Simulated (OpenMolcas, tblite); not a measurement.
**BSiH4O2F (SMILES O[SiH2]B(O)F): the dipole moment, rung by rung**

BSiH4O2F has 9 atoms, charge 0, and is taken as a singlet. SMILES: `O[SiH2]B(O)F`. The shape is that of a PBE0-D4/def2-TZVP optimisation. This is one conformer, not always the lowest.

| atom | x (Å) | y (Å) | z (Å) |
| --- | --- | --- | --- |
| O | 1.1525 | 0.6501 | 1.7030 |
| Si | 0.8376 | -0.4398 | 0.5002 |
| B | -0.7015 | 0.1940 | -0.6709 |
| O | -0.9680 | -0.3816 | -1.8590 |
| F | -1.4885 | 1.1969 | -0.2504 |
| H | 0.4010 | 1.0981 | 2.0929 |
| H | 2.0933 | -0.5798 | -0.2781 |
| H | 0.4933 | -1.7816 | 1.0563 |
| H | -1.7313 | -0.0026 | -2.3111 |

Each level gives the dipole moment (D). The values are calculated.

```
         level            kind     program  value (D)
      GFN2-xTB  semi-empirical      tblite       2.55
   HF/def2-SVP    Hartree–Fock  OpenMolcas       2.61
SVWN5/def2-SVP             LDA  OpenMolcas       2.62
 BLYP/def2-SVP             GGA  OpenMolcas       2.53
M06-L/def2-SVP        meta-GGA  OpenMolcas       2.50
 TPSS/def2-SVP        meta-GGA  OpenMolcas       2.56
 PBE0/def2-SVP   global hybrid  OpenMolcas       2.57
```

The values span 2.50 to 2.62 D. Magnitudes only.
